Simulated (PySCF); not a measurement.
F₂HOS, SMILES [OH+]=S(F)F, charge +1. The structure is a stationary point at B3LYP-D3(BJ)/def2-SVP. The isomer is the one that the SMILES or the coordinates give; other isomers of the formula were not compared.

Level of theory: B3LYP-D3(BJ)/def2-SVP (PySCF).

Harmonic wavenumbers (cm⁻¹): 308, 373, 475, 477, 875, 903, 947, 1096, 3538. Rotational constants (GHz): 7.980, 7.681, 4.755; symmetry number 1.

Problem. Work out the zero-point energy and the ideal-gas rigid-rotor harmonic-oscillator thermochemistry at 298.15 K and 1 atm.

Solution. ZPE = ½ Σ hcν = ½ × 8994 cm⁻¹ = 53.80 kJ/mol. H − E(el) = 67.43 kJ/mol. Entropy in J/(mol K): translation 164.45, rotation 102.57, vibration 18.20, total 285.23. G − E(el) = -17.61 kJ/mol. Cp = 64.82 J/(mol K).
